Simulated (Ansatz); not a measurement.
Reaction (formal exchange of groups at a Ga–O bond): `[GaH2][O][SbH2]` + `BCl` → `Cl[BH][GaH2]` + `[OH][SbH2]`

Gas-phase electronic energies from Ansatz, PBE0-D4/def2-TZVP geometries. CCSD(T)/CBS adds triple-zeta CCSD(T) − MP2 to the extrapolated MP2 energy (def2 sets, frozen cores). This one scheme is used for every species. DFT in def2-TZVPP. def2 core potentials past Kr. For Ga, Sb outer-core shells are correlated without core-valence functions, which leaves a few kJ/mol of doubt a bond. Scalar relativity is left out up to krypton.

| species | BHLYP energy (Eh) |
| --- | --- |
| `[GaH2][O][SbH2]` | -2242.64169 |
| `BCl` | -486.27644 |
| `Cl[BH][GaH2]` | -2411.68128 |
| `[OH][SbH2]` | -317.19914 |

(1) Work out ΔE.

Largest T1 diagnostic among the species: 0.016.

## Answers

(1) ΔE = (-2411.68128) + (-317.19914) − (-2242.64169) − (-486.27644) = 0.03771 Eh = +99.0 kJ/mol. CCSD(T)/CBS gives +94.8 kJ/mol.

At CCSD(T), def2-SVP lies +22.0 kJ/mol from the extrapolated value and def2-TZVPP +4.6 kJ/mol. The D4 term adds +3.3 kJ/mol with B3LYP and +1.8 kJ/mol with PBE0; it sums over pairs of atoms, weighted by their polarisabilities, and B3LYP, whose exchange is more repulsive, gets the larger term. From BLYP to BHLYP (50 % exact exchange), in def2-TZVPP and without D4, ΔE moves by +7.4 kJ/mol.

B3LYP here is the variant with VWN-RPA as its local correlation; programs differ in this.
